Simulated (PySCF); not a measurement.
CClF3, charge -1, doublet, at the geometry of the source list (a state made from the parent by changing its charge; the spin is typed, not shown lowest) (in this run its highest filled SCF level lies above zero, so its values depend strongly on the basis, on diffuse functions most of all). Base run: DF-BLYP/STO-3G (PySCF).

Here is a job for PySCF.
```python
from pyscf import gto, scf, dft

mol = gto.Mole()
mol.atom = '''
    F    -0.57610000   -0.63500000   -1.04370000
    C    -0.07440000   -0.00180000    0.00350000
    F    -0.57130000    1.22370000    0.02310000
    F    -0.47540000   -0.62840000    1.09700000
    Cl    1.69720000    0.04150000   -0.08000000
'''
mol.basis = 'sto-3g'
mol.charge = -1
mol.spin = 1
mol.verbose = 4
mol.build()

mf = dft.UKS(mol)
mf.xc = 'blyp'
mf = mf.density_fit(auxbasis='def2-universal-jkfit')
mf.kernel()
```

Variants of this job, named by their change:

```json
[
 {"change": "base", "basis functions": "29", "E (Eh)": "-787.51938", "HOMO (eV)": "13.89", "core-seconds (rough)": "4"},
 {"change": "basis = LANL2DZ", "basis functions": "44", "E (Eh)": "-352.37605", "HOMO (eV)": "7.32", "core-seconds (rough)": "8"},
 {"change": "basis = 3-21G", "basis functions": "49", "E (Eh)": "-793.56783", "HOMO (eV)": "7.82", "core-seconds (rough)": "6"},
 {"change": "basis = pcseg-0", "basis functions": "49", "E (Eh)": "-796.12962", "HOMO (eV)": "8.42", "core-seconds (rough)": "6"},
 {"change": "basis = cc-pVDZ", "basis functions": "74", "E (Eh)": "-797.68268", "HOMO (eV)": "7.51", "core-seconds (rough)": "10"},
 {"change": "basis = def2-SVP", "basis functions": "74", "E (Eh)": "-797.24333", "HOMO (eV)": "8.38", "core-seconds (rough)": "8"},
 {"change": "basis = cc-pV(D+d)Z", "basis functions": "79", "E (Eh)": "-797.68862", "HOMO (eV)": "7.40", "core-seconds (rough)": "10"},
 {"change": "basis = 6-31+G*", "basis functions": "94", "E (Eh)": "-797.74707", "HOMO (eV)": "3.02", "core-seconds (rough)": "10"},
 {"change": "basis = 6-311G**", "basis functions": "98", "E (Eh)": "-797.81442", "HOMO (eV)": "6.01", "core-seconds (rough)": "10"},
 {"change": "basis = def2-SVPD", "basis functions": "116", "E (Eh)": "-797.37756", "HOMO (eV)": "3.47", "core-seconds (rough)": "20"},
 {"change": "basis = aug-cc-pVDZ", "basis functions": "119", "E (Eh)": "-797.80853", "HOMO (eV)": "2.86", "core-seconds (rough)": "20"},
 {"change": "basis = 6-311+G(2d,p)", "basis functions": "143", "E (Eh)": "-797.89105", "HOMO (eV)": "2.96", "core-seconds (rough)": "20"},
 {"change": "basis = def2-TZVPD", "basis functions": "203", "E (Eh)": "-797.93945", "HOMO (eV)": "2.49", "core-seconds (rough)": "40"}
]
```

Totals compare only among sets that treat the same electrons; sets with core potentials leave the core out.

Open shells are given as the SCF converged; they aren't shown to be the lowest states, and a large step between rows can be another state.
